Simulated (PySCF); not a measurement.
Mayer bond orders and bond lengths

C4H11FOSi3.
Numbering: `[CH2:1]=[CH:2][SiH2:3]/[C:4]([F:5])=[CH:6]/[SiH2:7][O:8][SiH3:9]` (hydrogens: H10, H11 on C1; H12 on C2; H13, H14 on Si3; H15 on C6; H16, H17 on Si7; H18, H19, H20 on Si9)

Geometry (GFN2-xTB, Å), atoms numbered from 1 in this order:
```xyz
20
C4H11FOSi3 angstrom
C     -4.636   -0.009   -0.669
C     -3.464    0.332   -0.155
Si    -2.124   -0.883    0.367
C     -0.557   -0.491   -0.635
F     -0.732   -0.616   -1.984
C      0.642   -0.131   -0.193
Si     2.142    0.219   -1.278
O      3.405    0.482   -0.292
Si     4.303    0.608    1.046
H     -4.909   -1.040   -0.821
H     -5.375    0.720   -0.964
H     -3.247    1.388   -0.030
H     -2.536   -2.259    0.082
H     -1.776   -0.702    1.780
H      0.746   -0.045    0.879
H      2.501   -0.942   -2.090
H      1.983    1.452   -2.048
H      4.095   -0.595    1.853
H      5.676    0.722    0.564
H      3.859    1.801    1.766
```

Bond orders from the PBE0/pcSseg-1 density (PySCF). The structure is a single GFN2-xTB conformer in the gas phase; no vibrational or solvent corrections.

Q: How far do the computed orders between heavy atoms stray from the drawn ones?

A: The largest departure is 0.171, at C4–C6 (drawn double, 1.829). Drawn single, order below 0.88: Si3–C4 (0.838) and C6–Si7 (0.837).

Q: Set the Mayer orders of the bonds beside their lengths.

A: 
```
   bond  drawn as  length (Å)  Mayer order
  C1–C2    double       1.324        1.990
 C2–Si3    single       1.882        0.908
 Si3–C4    single       1.900        0.838
  C4–F5    single       1.367        0.882
  C4–C6    double       1.328        1.829
 C6–Si7    single       1.884        0.837
 Si7–O8    single       1.623        0.924
 O8–Si9    single       1.616        0.933
 C1–H10    single       1.078        0.956
 C1–H11    single       1.080        0.952
 C2–H12    single       1.085        0.936
Si3–H13    single       1.465        0.949
Si3–H14    single       1.467        0.943
 C6–H15    single       1.080        0.928
Si7–H16    single       1.462        0.925
Si7–H17    single       1.463        0.924
Si9–H18    single       1.463        0.921
Si9–H19    single       1.459        0.931
Si9–H20    single       1.463        0.922
```

Bonds between the same two heavy elements. C–C: lowest C4–C6 (1.829, 1.328 Å), highest C1–C2 (1.990, 1.324 Å). C–Si: lowest C6–Si7 and Si3–C4 (0.837, 1.884 Å), highest C2–Si3 (0.908, 1.882 Å). O–Si: all 2 within 0.02 of one another (0.924 to 0.933). Bonds named together lie within 0.004.

Q: Sum the orders of all bonds at each heavy atom with more than one neighbour and set the sums beside the valence in the SMILES.

A: C1 3.898 (drawn 4), C2 3.834 (drawn 4), Si3 3.638 (drawn 4), C4 3.549 (drawn 4), C6 3.594 (drawn 4), Si7 3.610 (drawn 4), O8 1.857 (drawn 2), Si9 3.707 (drawn 4). Orders between atoms that aren't bonded are not in these sums.

The Mayer order sums products of elements of PS (density times overlap matrix) between the two atoms' basis functions, so it depends on the basis set.
